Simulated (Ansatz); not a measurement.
The same ligand exchange along the group B, Al, Ga, In.

Isolated molecules relaxed with PBE0-D4/def2-TZVP in Ansatz; ΔE leaves out vibrations. CCSD(T)/CBS adds triple-zeta CCSD(T) − MP2 to the extrapolated MP2 energy (def2 sets, frozen cores). This one scheme is used for every species. Functionals use def2-TZVPP. def2 core potentials past Kr. For Ga, In, Se outer-core shells are correlated without core-valence functions, which leaves a few kJ/mol of doubt a bond. Scalar relativity is left out up to krypton.

```tsv
reaction	PBE-D4 (kJ/mol)	CCSD/CBS(def2) (kJ/mol)	ωB97X-V (kJ/mol)	CCSD(T)/CBS(def2) (kJ/mol)
`BC` + `C[SeH]` → `B[Se]C` + CH₄	-109	-100	-96	-105
`[CH3][AlH2]` + `C[SeH]` → `C[Se][AlH2]` + CH₄	-132	-132	-127	-134
`[CH3][GaH2]` + `C[SeH]` → `C[Se][GaH2]` + CH₄	-135	-131	-128	-133
`[CH3][InH2]` + `C[SeH]` → `C[Se][InH2]` + CH₄	-146	-145	-139	-147
```

Largest T1 diagnostic: 0.013, for `B[Se]C`.
